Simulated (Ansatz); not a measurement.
| atom | x (Å) | y (Å) | z (Å) |
| --- | --- | --- | --- |
| Cl | 0.0000 | 1.6938 | 0.0000 |
| Cl | 0.0000 | -1.6938 | 0.0000 |
| Fe | 1.6000 | 0.0000 | 0.0000 |
| Cl | 2.8300 | 0.0000 | 1.7390 |
| Cl | 2.8300 | 0.0000 | -1.7390 |
| Fe | -1.6000 | 0.0000 | 0.0000 |
| Cl | -2.8300 | 0.0000 | 1.7390 |
| Cl | -2.8300 | 0.0000 | -1.7390 |

Basis set: pcseg-2 (spherical functions). Charge 0, multiplicity 1.

Computed with Ansatz (development build ahead of 0.2.0); each method stands on the lowest determinant of its kind that the runs found. Restricted functionals stand beside restricted open-shell atoms, which can lie above the unrestricted atoms usual in DFT and then raise those values.

Problem. Give the atomization energy at this shape (free ground-state atoms in the same class of orbitals less the molecule, no zero-point energy) of singlet Fe₂Cl₆ by ωB97X (restricted), PBE0 (restricted), RHF.

Solution.

```tsv
method	atomization energy
ωB97X (restricted)	360.76 kcal/mol
PBE0 (restricted)	373.30 kcal/mol
RHF	21.33 kcal/mol
```

Caution: another spin multiplicity may lie lower; no unrestricted run beside it, a lower state can exist.

The shape needn't be a minimum at these levels.
